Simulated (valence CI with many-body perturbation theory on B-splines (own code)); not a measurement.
Ge XXVI: what the settings do

Computed by valence CI with perturbative core correlation (CI+MBPT): five valence electrons over a frozen Dirac-Fock core [He], a basis of 6 s, 6 p, 5 d, 3 f, 1 g functions for each j, with the one-electron correlation potential Σ1, the two-electron term Σ2, the three-electron term Σ3, Breit, model QED; selected CI, second order for the rest, scaled by the run's own slope (own B-spline code, finite nucleus).

No measured spectrum was set against this ion. As an estimate, levels of excited configurations hold to 0.05 to 0.15 % of their energy, terms of the ground configuration to about 0.5 %. Among the levels kept, up to 4400 cm⁻¹ of a level comes from second order outside the variational space, and about a tenth of that is noise between levels of different J, which matters for small intervals.

The reference run has the lowest level 2s2 2p3 4S°_3/2 and an ionisation energy of 2574.27 eV. Its largest variational space holds 12449 state functions.

Names give the largest LS component (configuration and term), which can be under half, so a name can repeat, a term be missing and a line seem to break the LS rules; names also repeat where a configuration has a term twice.

Changed runs:
A. scale of Σ1 1 → 0
B. orbitals per symmetry with explicit Σ2 and valence Breit (the others get mean screening factors) 5 → 1
C. selection threshold (hartree) 2e-08 → 2e-07
D. start configuration 2s2 2p3 → 2s5 (bad on purpose)

Excitation energies of the reference run in cm⁻¹, and shifts in cm⁻¹:

```
                 Level  Reference      A       B  C
       2s2 2p3 2D°_3/2     233854   -154     -39  0
       2s2 2p3 2D°_5/2     313813   -191    +7.6  0
       2s2 2p3 2P°_1/2     426856   -177    +180  0
       2s2 2p3 2P°_3/2     630010   -376     +68  0
         2s 2p4 4P_5/2    1081670  +1244     +80  0
         2s 2p4 4P_3/2    1248930  +1131    +122  0
         2s 2p4 4P_1/2    1272590  +1148    +230  0
         2s 2p4 2D_3/2    1505180  +1136    +206  0
         2s 2p4 2D_5/2    1570070  +1061    +168  0
         2s 2p4 2S_1/2    1717800  +1084    +344  0
         2s 2p4 2P_3/2    1788880  +1084    +207  0
         2s 2p4 2P_1/2    2039610   +878    +322  0
Ionisation energy (eV)    2574.27  -0.28  -0.044  0
```

No effect on these energies: C.

Run D: It gave no result: a shell was given more electrons than it holds. The program said: "a valence shell holds more than 4l+2 electrons".
